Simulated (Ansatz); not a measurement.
**Energy profile**

The step: BNH₂Cl₂ ([NH2][B]([Cl])[Cl]) + H₂O → BHCl₂O ([OH][B]([Cl])[Cl]) + NH₃ (still joined by a long B–N bond); bonds formed: B1–O6, N2–H5; bonds broken: H5–O6; bonds weakened to dative contacts: B1–N2 (atoms numbered as in the saddle structure below).

B1  (-0.196, -0.564, 0.114)
N2  (-0.550, 0.931, -0.044)
Cl3  (-1.256, -1.700, -0.803)
Cl4  (0.144, -1.032, 1.847)
H5  (0.733, 0.702, -0.533)
O6  (1.177, -0.359, -0.636)
H7  (-1.297, 1.136, -0.694)
H8  (-0.687, 1.441, 0.818)
H9  (1.932, -0.554, -0.069)
(Å)

Electronic energies by CCSD(T) at an estimated basis limit (MP2 extrapolated from triple and quadruple zeta, plus CCSD(T) − MP2 in triple zeta), on PBE0-D4/def2-TZVP structures; BNH₄Cl₂O, closed shell; no counterpoise correction. Computed with Ansatz 0.2.0 (basis: def2-TZVPP and def2-QZVPP); correlated methods freeze the cores. Extrapolation: Hartree–Fock as exp(−7.88 √X), correlation as X^−2.97.

Problem. Give the profile in eV, counted from the separated reactants. (An estimate is asked for; the value comes from the calculation.)

Solution. Computed:
```csv
point,eV
"separated: BNH₂Cl₂ (linked as [NH2][B]([Cl])[Cl]; B1, N2, Cl3, Cl4, H7, H8; singlet) + H₂O (H5, O6, H9; singlet)",0.000
start structure,-0.117
saddle,0.593
end structure,-0.861
"separated: BHCl₂O (linked as [OH][B]([Cl])[Cl]; B1, Cl3, Cl4, O6, H9; singlet) + NH₃ (N2, H5, H7, H8; singlet)",-0.038
```

The T1 diagnostic stays at or below 0.012.

The step is the kind of ligand exchange by which a precursor binds to a hydroxyl group, or is hydrolysed, in atomic layer deposition of oxides.

For scale, one of the runs: CCSD(T)/def2-TZVPP, 233 basis functions, launched by `ansatz run in.yaml --threads 4 --pin off --events-out ev --progress --plain --max-ram 9574MiB`. The run took 2.2 min on 4 CPU threads of an Arm Neoverse V1 (shared host), with 4.1 GiB of host memory at its peak.
